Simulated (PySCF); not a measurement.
**Electronic structure of N⁺ (nitrogen, charge +1) at the UHF level**

Configuration: [He] 2s2 2p2, high-spin 3P determinant. Computed with PySCF 2.14 in aug-cc-pVDZ, with no relativity, point nucleus.

| Property | Result |
| --- | --- |
| Total energy | -53.881265 hartree |
| One-electron energy | -70.0072 hartree |
| Hartree (Coulomb) energy | 22.3273 hartree |
| Exchange energy | -6.2014 hartree |
| Kinetic energy | 53.76369 hartree |
| ⟨S²⟩ | 2.0065 |
| ⟨L²⟩ | 2.011 |
| Sum of ⟨r⟩ | 5.475 bohr |
| Sum of ⟨r²⟩ | 7.868 bohr² |
| Traceless quadrupole moment −½Σ⟨3z² − r²⟩ along its main axis | 0.782 e·bohr² |
| Density at the nucleus (Gaussians lack the cusp) | 198 bohr⁻³ |
| Spin density at the nucleus | 0.222 bohr⁻³ |
| Langevin diamagnetic susceptibility | -6.23 ×10⁻⁶ cm³/mol |
| Time after the integrals | 0.1 s of wall time on 1 thread of Neoverse-N1 (shared host) |

| shell | electrons | mean orbital energy (hartree) | rms radius, mean of both spins (bohr) |
| --- | --- | --- | --- |
| 1s α | 1 | -16.33342 | 0.265 |
| 1s β | 1 | -16.25777 | 0.265 |
| 2s α | 1 | -1.62435 | 1.38 |
| 2s β | 1 | -1.30887 | 1.38 |
| 2p α | 2 | -1.11543 | 1.40 |
